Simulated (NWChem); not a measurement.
Species: C4H3Br; SMILES C#CC(=C)Br

Program: NWChem. Geometry: optimised at PBE0/def2-SVP. Level: M05-2X/def2-SVP with SMD (1 M gas to 1 M solution), gas-phase geometry.

What does the run give for solvent n-hexane? Quantities: solvation free energy (kcal/mol); cavity-dispersion-structure term (kcal/mol); dipole in solution (D).


| Item | Value |
|---|---|
| solvation free energy (kcal/mol) | -4.1 |
| cavity-dispersion-structure term (kcal/mol) | -2.0 |
| dipole in solution (D) | 1.73 |
